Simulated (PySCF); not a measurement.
F3Fe, SMILES [F][Fe-]([F])[F] (connectivity only; charge and spin as stated), charge -1, multiplicity 5. Atoms are numbered in the order given.

```xyz
4

Fe     0.0000     0.0000     0.0000
F      1.8482     0.0000     0.0000
F     -0.9241     1.6006     0.0000
F     -0.9241    -1.6006     0.0000
```
Charge -1, spin multiplicity 5.

Coordinates come from a r2SCAN-D4/def2-SVPD optimisation. The multiplicity is an assumed one; other spin states were not compared.

The numbers are results of PySCF with M06-2X/def2-TZVPD, not measurements.

Isolated molecule, no solvent.

```json
{
 "total_energy": "-1563.47318 hartree",
 "point_group": "D3h",
 "α spin, highest occupied and lowest empty level": "-5.48 and 3.86 eV",
 "β spin, highest occupied and lowest empty level": "-3.23 and 4.23 eV",
 "dipole_moment_about_the_centre_of_nuclear_charge": "0.00 D",
 "mean_static_polarisability": "30.7 bohr³ (4.55 Å³)",
 "polarisability_principal_values": "30.6, 30.8, 30.8 bohr³",
 "⟨S²⟩": "6.036 (pure state 6.00)"
}
```
